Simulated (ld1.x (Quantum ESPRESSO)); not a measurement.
What one change does to a pseudopotential (rubidium, TM)

ld1.x (Quantum ESPRESSO) 7.5 input, shortened:

```
&input
   title='Rb', zed=37., rel=1, dft='PZ', iswitch=3,
   config='[Kr] 4d-2 4f-2 5s1 5p0'
 /
 &inputp
   pseudotype=2, tm=.true., lloc=1,
   nlcc=.true., new_core_ps=.true., rcore=1.60
 /
4
5S  1  0   1.00   0.00  3.20  3.20  0.0
4D  3  2  -2.00  -0.15  3.35  3.35  0.0
4F  4  3  -2.00  -0.10  3.50  3.50  0.0
5P  2  1   0.00   0.00  3.30  3.30  0.0
 &test
   configts(1)='5s1 5p0'
 /
```

Change: core [Ar] 3d10, valence charge 9; reference 4s2 4p6 5s1 5p0; waves now 4s (bound): rc 2.00 bohr; 4p (bound): rc 2.55 bohr; 4d channel at -0.15 Ry: rc 2.20 bohr; 4f channel at -0.1 Ry: rc 2.75 bohr; local potential all-electron potential smoothed inside 1.75 bohr (lloc = -1); core correction none.

Cutoffs: the cutoffs (Ry, on a coarse ladder) from which the occupation-weighted sum of valence levels, in a spherical-Bessel basis at the reference potential, stays within 10 and 1 mRy of its value at 400 Ry; they do not see the model core or the augmentation charge, which bear on the density cutoff. Errors are all-electron minus pseudo energies relative to the spin-unpolarised reference configuration.

**Question.** What does the change do?

**Answer.** The potential gets harder (6 Ry and 8 Ry → 21 Ry and 45 Ry); the bound ghost in s disappears; the number of tests with a reliable result goes from 4 to 7. The added semicore shells are compact, so their waves need more plane waves. Several settings change at once here, so the effects cannot be laid on one of them.

| quantity | base | changed |
| --- | --- | --- |
| cutoff, loose | 6 Ry | 21 Ry |
| cutoff, tight | 8 Ry | 45 Ry |
| bound ghosts | s | none |
| largest miss of a reference level, eV | 0.00 | 0.07 |
| largest error over its own tests, meV | -3.3 | -118 |

 A true bound ghost makes a file unfit for plane-wave use even where its test errors are small: the radial tests pick states by their node count and pass the ghost by.
